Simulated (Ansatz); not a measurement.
The cluster Li3N2⁻. Total charge -1; quintet. Geometry B3LYP-D4/def2-TZVPD.

Cartesian coordinates in Å:
```
Li -0.030 -0.923 -1.578
Li -0.096 -1.331 1.339
Li -0.594 1.525 0.815
N 0.280 -0.078 0.145
N 0.440 0.807 -0.722
```

B3LYP takes the VWN-RPA correlation. HSE06 is defined as in plane-wave codes, on full-range PBE exchange. At PBE-D4/def2-TZVPD, B3LYP-D4/def2-TZVPD, PBE0-D4/def2-TZVPD, HSE06-D4/def2-TZVPD and others the highest occupied level of the charge -1 quintet lies above zero (up to 0.75 eV). It is a level of α spin, whose loss leaves a quartet; that state wasn't run at this geometry and level. The electron is either unbound and held by the finite basis, or the level is raised by self-interaction error. At PBE0-D4/def2-TZVPD a broken-symmetry singlet of charge -1 lies 0.24 eV below the quintet, each at its own geometry. The structure comes from a short search, and lower isomers may exist.

Question: Estimate the α-spin orbital energies around the gap (eV) in Ansatz with PBE-D4/def2-TZVPD, B3LYP-D4/def2-TZVPD, PBE0-D4/def2-TZVPD, HSE06-D4/def2-TZVPD, BHLYP-D4/def2-TZVPD.

Answer: 
| orbital | PBE-D4/def2-TZVPD | B3LYP-D4/def2-TZVPD | PBE0-D4/def2-TZVPD | HSE06-D4/def2-TZVPD | BHLYP-D4/def2-TZVPD |
| --- | --- | --- | --- | --- | --- |
| HOMO−13 | -377.14 | -385.85 | -387.69 | -387.28 | -398.67 |
| HOMO−12 | -377.07 | -385.84 | -387.67 | -387.27 | -398.55 |
| HOMO−11 | -47.04 | -50.56 | -51.03 | -50.62 | -55.33 |
| HOMO−10 | -47.03 | -50.56 | -51.03 | -50.62 | -55.28 |
| HOMO−9 | -46.73 | -50.40 | -50.88 | -50.43 | -55.28 |
| HOMO−8 | -20.82 | -22.82 | -23.55 | -23.15 | -26.06 |
| HOMO−7 | -9.98 | -11.59 | -12.15 | -11.75 | -14.19 |
| HOMO−6 | -6.39 | -7.50 | -7.93 | -7.54 | -9.31 |
| HOMO−5 | -5.79 | -6.90 | -7.31 | -6.92 | -8.73 |
| HOMO−4 | -5.26 | -6.41 | -6.75 | -6.36 | -8.12 |
| HOMO−3 | -0.14 | -0.81 | -1.06 | -0.68 | -1.94 |
| HOMO−2 | 0.30 | -0.08 | -0.32 | 0.05 | -1.22 |
| HOMO−1 | 0.74 | 0.15 | -0.05 | 0.30 | -0.40 |
| HOMO | 0.75 | 0.52 | 0.36 | 0.66 | 0.18 |
| LUMO | 1.03 | 1.34 | 1.35 | 1.08 | 1.82 |
| LUMO+1 | 1.91 | 2.31 | 2.29 | 2.01 | 2.80 |
| LUMO+2 | 2.22 | 2.56 | 2.55 | 2.27 | 3.03 |
| LUMO+3 | 2.34 | 2.69 | 2.70 | 2.42 | 3.18 |
| LUMO+4 | 2.34 | 2.73 | 2.72 | 2.43 | 3.22 |
| LUMO+5 | 2.57 | 2.92 | 2.93 | 2.65 | 3.41 |
| β HOMO | -4.51 | -5.24 | -5.50 | -5.11 | -6.15 |
| β LUMO | 1.17 | 1.69 | 2.28 | 2.01 | 2.10 |
